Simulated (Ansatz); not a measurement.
`[F][Ti]([F])([F])[F]`, relaxed with RKS PBE-D4/def2-SVP in Ansatz from a rough embedded geometry. The force threshold is 0.03 eV/Å; the program also tests the step.

Total charge 0; spin multiplicity 1.

Start:

```xyz
5

F     1.037    1.564    0.544
Ti   -0.019    0.011   -0.001
F    -1.616    0.544   -0.972
F    -0.480   -0.996    1.536
F     1.078   -1.124   -1.107
```

Question: How much energy does the relaxation release, and in how many steps? (Best estimate.)

Answer: Computed: 1.75 eV, in 3 steps.

Question: Which bonds change most? (Best estimate.)

Answer: Computed: F1–Ti2 from 1.956 to 1.744 Å; Ti2–F3 from 1.944 to 1.745 Å; Ti2–F5 from 1.928 to 1.744 Å; Ti2–F4 from 1.894 to 1.744 Å.

Question: Give the relaxed structure. (An estimate is asked.)

Answer: Ansatz gave: 
```xyz
5

F     0.913    1.409    0.475
Ti   -0.001    0.001    0.000
F    -1.433    0.497   -0.864
F    -0.460   -0.900    1.421
F     0.981   -1.007   -1.031
```
